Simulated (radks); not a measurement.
Results of a calculation; reference values are marked as such.
Neutral cadmium, [Kr] 4d10 5s2. Level of theory: non-relativistic Kohn-Sham, PBE, spin-polarised, spherical densities, point nucleus (a radial shooting solver on a logarithmic mesh with Libxc functionals). Every spin shell is full or empty, so the densities are truly spherical. Functionals are evaluated on that one density, not self-consistently. Rank these exchange functionals by their error against the exact value of the orbitals, and give that value: LDA, PBEsol, revPBE, RPBE, PW86, OPTX, AM05, SOGGA, B86b, G96, APBE, Tao-Mo, TASK.

Answer. Exact: -148.776 hartree. From best to worst, with 100 (|E| - |E exact|)/|E exact| (equal figures are ties): B86b +0.04, PW86 -0.13, RPBE -0.19, revPBE -0.25, APBE +0.36, G96 +0.38, Tao-Mo -0.76, OPTX +1.22, TASK -2.25, PBEsol -2.26, SOGGA -2.27, AM05 -4.55, LDA -4.89.
